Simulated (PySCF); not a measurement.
Metal series MCl3, each in one or more spin states. Gas-phase values, no solvent. Multiplicities are imposed; where one is given, others were not computed.

Computed with PBE-D3(BJ)/def2-TZVP // BP86-D3(BJ)/def2-SVP run with PySCF 2.14.0. All candidates: neutral, multiplicity 2. 

```
Item                             Result
-----------------------------  --------
highest occupied spin orbital  -5.04 eV
dipole moment                    0.01 D
```

### Question
Identify which member has these values.
A. [Pt(Cl)3]
B. [Ti(Cl)3]
C. [Pd(Cl)3]
D. [Zr(Cl)3]

### Answer
D, [Zr(Cl)3]. The others give [Pd(Cl)3]: -7.17 eV, 1.08 D; [Pt(Cl)3]: -6.85 eV, 1.01 D; [Ti(Cl)3]: -5.51 eV, 0.01 D
